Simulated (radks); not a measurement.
These are the eigenvalues of the occupied orbitals of an atom or ion with whole-number occupations (eV). All-electron calculation, scalar-relativistic Kohn-Sham, PBE, spin-polarised, spherical densities, finite nucleus; Fermi nuclear charge, rms radius of each element as measured or else 0.836 A^(1/3) + 0.57 fm. Program: a radial shooting solver on a logarithmic mesh with Libxc functionals.

orbital  eigenvalue
1s down   -18839.31
1s up     -18839.30
2s up     -2662.396
2s down   -2662.163
2p up     -2380.643
2p down   -2380.472
3s up     -470.3102
3s down   -470.1893
3p up     -378.2157
3p down   -378.0798
3d up     -227.7293
3d down   -227.5142
4s up      -89.5378
4s down    -88.1351
4p up      -65.3080
4p down    -63.7324
4d up      -31.3418

Which element is it, and in what charge state? The configuration may be excited. Open shells, if any, are filled with parallel spins first.

Answer. Z = 41, niobium, charge +3: Nb3+ in [Kr] 4d2. The list shows which subshells hold electrons but not how many an open one holds; the 1s level, -692.33 hartree, gives Z - s = 37.2 by -(Z - s)^2/2, which with screening and relativity narrows Z to a few neighbours, and the depths of the outer levels then fix element, charge and occupations together.
